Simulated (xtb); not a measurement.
Si(H)(SiH3) (H₄Si₂), SMILES [SiH][SiH3] (connectivity only; charge and spin as stated), neutral, multiplicity 1. All values are semi-empirical tight-binding results from xtb (GFN2-xTB unless named), good for trends rather than for accurate numbers. Geometry optimised at GFN2-xTB. The isomer is the one that the SMILES or the coordinates give; other isomers of the formula were not compared.

```
Quantity                                          Value
----------------------------------------  -------------
orbital gap                                     1.74 eV
dipole moment                                    1.22 D
zero-point energy                         18.4 kcal/mol
G − E(el) at 298.15 K (modified RRHO)      1.9 kcal/mol
static polarisability (D4 model)             66.0 bohr³
solvation energy, GFN2-xTB/ALPB(water)    -0.2 kcal/mol
solvation energy, GFN2-xTB/ALPB(toluene)  -0.5 kcal/mol
```
